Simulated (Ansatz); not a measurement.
CH$_{3}$ClSSi (`CS[Si]Cl`), relaxed with RKS PBE0-D4/def2-TZVP in Ansatz from a PBE-D4/def2-SVP geometry. The force threshold is 0.005 eV/Å; the program also tests the step.

Total charge 0; spin multiplicity 1.

Start:

```xyz
7

C    -0.867    0.415   -0.047
S     0.442    0.590    1.222
Si    2.178   -0.611    0.764
Cl    1.642   -1.560   -1.068
H    -1.783    0.042    0.450
H    -1.064    1.414   -0.483
H    -0.548   -0.290   -0.839
```

Task: By how much does the energy fall, and how many steps does the optimiser take? (Best estimate.)

Result: Ansatz gave: 3.97 kJ/mol, in 5 steps.

Task: Which bonds change most? (Estimate.)

Result: Ansatz gave: S2–Si3 from 2.159 to 2.122 Å; Si3–Cl4 from 2.132 to 2.097 Å; C1–S2 from 1.832 to 1.809 Å; C1–H7 from 1.107 to 1.088 Å.

Task: Give the relaxed structure. (An estimate is asked.)

Result: The calculation gave: 
```xyz
7

C    -0.864    0.413   -0.047
S     0.442    0.571    1.194
Si    2.154   -0.604    0.755
Cl    1.653   -1.552   -1.047
H    -1.763    0.050    0.448
H    -1.055    1.399   -0.469
H    -0.566   -0.277   -0.834
```
